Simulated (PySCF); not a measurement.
## MgPb⁻: one state, many levels of theory

State: ⁴Σ⁻ (quartet), unpaired electrons σ ↑, π ↑↑. Set-up: basis Mg def2-SVPD, Pb def2-SVPD with ECP60; scalar-relativistic core potentials; PySCF 2.14. De refers to Mg + Pb⁻ in their high-spin ground configurations, without counterpoise correction. The functionals are run spin-unrestricted. A positive dipole points towards Pb; it is taken about the centre of mass and depends on that origin.

| Level | Re (Å) | ωe (cm⁻¹) | De (eV) | μ (D) |
| --- | --- | --- | --- | --- |
| ROHF | 3.291 | 102 | 0.50 | 5.75 |
| ROHF-MP2 | 3.017 | 145 | 0.84 | n/a |
| ROHF-SCS-MP2 | 3.045 | 139 | 0.77 | n/a |
| ROHF-CCSD | 3.074 | 143 | 0.80 | n/a |
| ROHF-CCSD(T) | 3.044 | 151 | 0.87 | n/a |
| PBE | 2.973 | 169 | 1.19 | 6.04 |
| r²SCAN | 2.959 | 172 | 1.15 | 5.83 |
| PBE0 | 2.971 | 167 | 1.08 | 5.85 |
| r²SCAN0 | 2.963 | 169 | 1.09 | 5.63 |
| M06 | 2.936 | 185 | 1.30 | 5.87 |
| MN15 | 2.936 | 174 | 1.15 | 5.70 |
| CAM-B3LYP | 2.976 | 159 | 0.90 | 5.47 |

The bond length runs from 2.936 Å (M06) to 3.291 Å (ROHF). De spans 0.50 eV (ROHF, mean field) to 1.30 eV (M06, hybrid meta-GGA). Correlation at CCSD(T) changes the Hartree–Fock bond energy by +0.37 eV; the triples alone change it by +0.07 eV.

Correlated steps freeze 5 core orbitals. Correlated levels converge slowly with the basis: in double zeta they bind strong bonds too weakly, by up to about 1 eV, and carry superposition errors of some tenths. These are scalar-relativistic numbers at best; spin–orbit coupling would shift them, the dissociation energy most. For an ion De counts to the pair picked by the measured ionisation energies or electron affinities, which need not be the lowest pair at this level. The highest Kohn–Sham level is positive in this anion. Much of that is self-interaction error, but it also means that the finite basis helps to hold the extra electron. The state was picked by a PBE0 search and need not be the measured ground state.
